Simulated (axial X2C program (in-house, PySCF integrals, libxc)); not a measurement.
# Density and ELF of SbP

Computed with an in-house relativistic program for diatomic molecules. Spin-free means the one-electron spin-free X2C Hamiltonian. Basis: Sb dyall-cv3z [11s12p8d4f1g], P dyall-v3z [8s7p2d1f] (cores contracted in-house); Gaussian nuclei, density fitting, unrestricted open shells. Masses: Sb 120.904 u, P 30.974 u.

PBE0, without spin–orbit coupling, state M_S = 0, Λ = 0 (closed shell); Sb at z = 0, P at z = 2.194 Å.

The maps cover the half plane through the axis: z from -2.4 to 4.5 Å along the bond, ρ from 0.15 to 2.25 Å away from it (steps of 0.3 Å, the bottom row nearest the axis).

log10 of the density in e/bohr³:

digits 0 to 9 span -4.43 to 1.83 evenly
```
001112222222222222111000
011222333333333322221100
112233333333333333322110
122333444444444444332211
123344455544444444433221
223344556555555555443321
223445677765555665544322
233445689865556886544322
```

Electron localisation function (collinear form, no current term, damped to 0 at low density):

digits 0 to 9 span 0.00 to 1.00 evenly
```
000011222233322111000000
000234444444443332210000
002456665555555555442100
025677765556666677765310
146787533346777788887520
267886323224776468998741
468874367623760113999852
478873547452743780899862
```

The state is a single determinant with fixed occupations, the lowest that a limited PBE0 search found.
